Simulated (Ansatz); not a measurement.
Reaction (ligand exchange at the Si–C bond): `CC([SiH3])(Cl)Cl` + `OBCl` → `[SiH3]OBCl` + `CC(Cl)Cl`

Computed with Ansatz on PBE0-D4/def2-TZVP structures; ΔE is electronic, products minus reactants. CCSD(T)/CBS is the MP2 limit (def2-TZVPP, def2-QZVPP) plus CCSD(T) − MP2 in def2-TZVPP, frozen cores. This one scheme is used for every species. Functionals use def2-TZVPP. HSE06 is defined as in plane-wave codes. One conformer a species, not always the lowest.

`CC([SiH3])(Cl)Cl`:

```xyz
11

C     0.324    0.985    0.993
C     0.431    0.291   -0.343
Si   -0.732   -1.199   -0.569
Cl    0.046    1.455   -1.650
Cl    2.103   -0.314   -0.568
H     0.561    0.282    1.795
H     1.019    1.825    1.046
H    -0.692    1.359    1.135
H    -0.417   -2.192    0.489
H    -0.515   -1.771   -1.916
H    -2.129   -0.720   -0.412
```

`OBCl`:

```xyz
5

O    -0.685    0.352    0.731
B     0.097   -0.400   -0.055
Cl    1.107    0.334   -1.304
H    -0.635    1.295    0.544
H     0.116   -1.580    0.085
```

`[SiH3]OBCl`:

Z-matrix (Å, degrees):
```
Si
O 1 1.668
H 1 1.482 2 109.7
H 1 1.479 2 105.7 3 119.2
H 1 1.482 2 109.7 3 -121.7
B 2 1.335 1 132.7 3 60.9
Cl 6 1.771 2 120.6 1 0.0
H 6 1.191 2 121.3 1 180.0
```

`CC(Cl)Cl`:

Cartesian coordinates in Å:
```
C 0.058 -0.018 -0.824
C 0.074 0.063 0.678
Cl -0.122 -1.549 1.400
Cl -1.192 1.162 1.266
H -0.897 -0.412 -1.173
H 0.207 0.977 -1.246
H 0.860 -0.676 -1.164
H 1.013 0.452 1.064
```

**Question.** Is it downhill or uphill in electronic energy at CCSD(T)/CBS, and by how much? (Best estimate.)

**Answer.** Ansatz gave: Downhill: ΔE = -22.9 kcal/mol.

**Question.** What do these levels give: r2SCAN-D4, B97M-V, r2SCANh-D4, CAM-B3LYP-D4, ωB97X-V, B2PLYP, HSE06, CCSD/def2-SVP, HF/def2-QZVPP, MP2/def2-QZVPP, SCS-MP2/def2-QZVPP, MP2/CBS(def2)? (An estimate is asked.)

**Answer.** Ansatz gave: r2SCAN-D4 -22.6, B97M-V -24.0, r2SCANh-D4 -23.0, CAM-B3LYP-D4 -24.7, ωB97X-V -23.2, B2PLYP -24.5, HSE06 -22.1, CCSD/def2-SVP -20.9, HF/def2-QZVPP -30.8, MP2/def2-QZVPP -22.8, SCS-MP2/def2-QZVPP -24.3, MP2/CBS(def2) -22.6 kcal/mol.

Largest T1 diagnostic among the species: 0.012.

From BLYP to BHLYP (50 % exact exchange), in def2-TZVPP and without D4, ΔE moves by −2.8 kcal/mol. Leaving LDA and LC-ωPBE aside and taking each functional with its dispersion term where it has one, the values, not all of them listed here, spread over 6.4 kcal/mol, from BHLYP-D4 to revPBE-D4. LDA lies +1.5 kcal/mol from PBE without D4.
